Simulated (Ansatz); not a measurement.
Rb2F3. The state is a doublet with charge 0. Geometry PBE0-D4/def2-SVP, basis def2-TZVP, Ansatz.

```xyz
5

Rb   -1.7962   -0.4949    0.3789
Rb    1.8688   -0.1509   -0.3137
F     0.2174   -1.9242    0.1950
F     0.0247    1.3994    0.8245
F    -0.3146    1.1706   -1.0846
```

```json
{"run": "A", "HOMO (eV)": "-5.06", "LUMO (eV)": "-4.54"}
{"run": "B", "HOMO (eV)": "-8.86", "LUMO (eV)": "-1.66"}
{"run": "C", "HOMO (eV)": "-5.44", "LUMO (eV)": "-4.29"}
{"run": "D", "HOMO (eV)": "-5.17", "LUMO (eV)": "-4.69"}
{"run": "E", "HOMO (eV)": "-5.51", "LUMO (eV)": "-5.25"}
{"run": "F", "HOMO (eV)": "-7.24", "LUMO (eV)": "-2.88"}
```

In the def2 sets Rb takes a core potential; there is no spin–orbit coupling. In the doublet, F4 and F5 lie 1.95 Å apart (atoms count from 1), so these atoms are partly bonded to each other. The structure comes from a short search, and lower isomers may exist.

HOMO and LUMO are taken over both spins.

Question: The runs used BHLYP, LDA (SPW92), PBE, r2SCAN, r2SCAN0, revPBE. Estimate which is which.

Answer: A revPBE (0 % exact exchange); B BHLYP (50 % exact exchange); C r2SCAN (0 % exact exchange); D PBE (0 % exact exchange); E LDA (SPW92) (0 % exact exchange); F r2SCAN0 (25 % exact exchange). Exact exchange lowers occupied and raises empty levels; among semilocal functionals meta-GGAs tend to open the gap a little, and such runs are hard to tell apart. The gap grows from 0.27 eV (LDA (SPW92)) to 7.20 eV (BHLYP).
